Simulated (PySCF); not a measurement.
Bond curve of CaGa⁺

Set-up: Ca pcseg-1, Ga pcseg-1; no relativity (PySCF 2.14). Energies in eV from Ca + Ga⁺ in their ground configurations at the same level. State: ¹Σ⁺ (singlet), closed shell.

| R (Å) | M06-L | RHF-CCSD |
| --- | --- | --- |
| 2.995 | -1.142 |  |
| 3.135 | -1.290 | -1.120 |
| 3.274 | -1.375 | -1.225 |
| 3.378 | -1.408 | -1.269 |
| 3.483 | -1.422 | -1.290 |
| 3.587 | -1.421 | -1.292 |
| 3.727 | -1.401 | -1.272 |
| 3.901 | -1.357 | -1.223 |
| 4.110 | -1.286 | -1.140 |
| 4.389 | -1.178 |  |

Task: Put a parabola through the three lowest points of the M06-L curve and estimate Re, k and ωe (reduced mass 25.3 u; 1 eV/Å² = 0.16022 mdyn/Å; ωe = 1302.8·√(k/μ) cm⁻¹).

Result: Through R = 3.378, 3.483, 3.587 Å the second-order coefficient is 0.684 eV/Å², so Re ≈ 3.528 Å, k ≈ 0.219 mdyn/Å and ωe ≈ 121 cm⁻¹. A polynomial fit of higher order to the unrounded M06-L energies gives Re = 3.524 Å, k = 0.201 mdyn/Å, ωe = 116 cm⁻¹; anharmonicity and rounding make the difference.

The higher-order fit for each curve: M06-L: Re = 3.524 Å, ωe = 116 cm⁻¹, De = 1.42 eV; RHF-CCSD: Re = 3.547 Å, ωe = 125 cm⁻¹, De = 1.29 eV.

Correlated steps freeze 14 core orbitals. Closed-shell solutions of metal pairs were not tested for spin polarisation, which can lower them a little. Correlated levels converge slowly with the basis: in double zeta they bind strong bonds too weakly, by up to about 1 eV, and carry superposition errors of some tenths. For an ion De counts to the pair picked by the measured ionisation energies or electron affinities, which need not be the lowest pair at this level.
